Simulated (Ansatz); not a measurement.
Computed with frozen-core CCSD(T)/cc-pVTZ // r2SCAN-D4/def2-TZVP (Ansatz, a program for electronic structure).

Ansatz 0.2 input:
```yaml
crystal:
  periodic: [false, false, false]
  atoms:
    - { symbol: O, position_ang: [-1.23805, -0.408398, -0.294092] }
    - { symbol: B, position_ang: [0.004763, 0.033991, 0.017891] }
    - { symbol: O, position_ang: [1.078848, -0.727747, -0.304165] }
    - { symbol: F, position_ang: [0.170681, 1.218079, 0.64138] }
    - { symbol: H, position_ang: [-1.92626, 0.206427, -0.02217] }
    - { symbol: H, position_ang: [1.910018, -0.322351, -0.038843] }
basis:
  gaussian: { orbitals: cc-pVTZ }
correlation:
  method: ccsd_t
```

Output:

```
Functional definition: HF
905 factors; integrals over basis functions are off by at most 7.6e-4 eV
mean field evaluation 1: about -7488.0049 eV, gradient 4.7e1 eV
mean field evaluation 2: about -7488.0073 eV, gradient 4.7e1 eV
mean field evaluation 4: about -7491.5179 eV, gradient 2.5e0 eV
mean field evaluation 8: about -7491.5384 eV, gradient 1.4e-4 eV
mean field evaluation 16: about -7491.5346 eV, gradient 2.3e-1 eV
mean field -7491.53842227 eV, -275.3089590712 hartree, gradient 1.5e-6 eV, S^2 0.000000; 0 other end points of the search recorded, 0 dependent functions left out
4 core orbitals not correlated
reference -7491.53842227 eV, -275.3089590712 hartree; 12, 12 occupied and 132, 132 virtual orbitals, 905 factors
second order -22.46361421 eV of doubles, -0.00000000 eV of singles
cycle   1  -22.12360893 eV  change    3.4e-1 eV  update   8.6e-2
cycle   2  -22.54760521 eV  change   -4.2e-1 eV  update   2.3e-2
cycle   3  -22.64179375 eV  change   -9.4e-2 eV  update   1.2e-2
cycle   4  -22.62463602 eV  change    1.7e-2 eV  update   2.4e-3
cycle   5  -22.62369946 eV  change    9.4e-4 eV  update   9.7e-4
cycle   6  -22.62418779 eV  change   -4.9e-4 eV  update   2.5e-4
cycle   7  -22.62396072 eV  change    2.3e-4 eV  update   7.3e-5
cycle   8  -22.62391935 eV  change    4.1e-5 eV  update   2.1e-5
cycle   9  -22.62392251 eV  change   -3.2e-6 eV  update   6.9e-6
perturbative correction -0.74863568 eV, -0.0275118537 hartree
Total energy: -7514.91098046 eV, -276.1678847423 hartree
```

Cost: roughly 21 core-seconds.
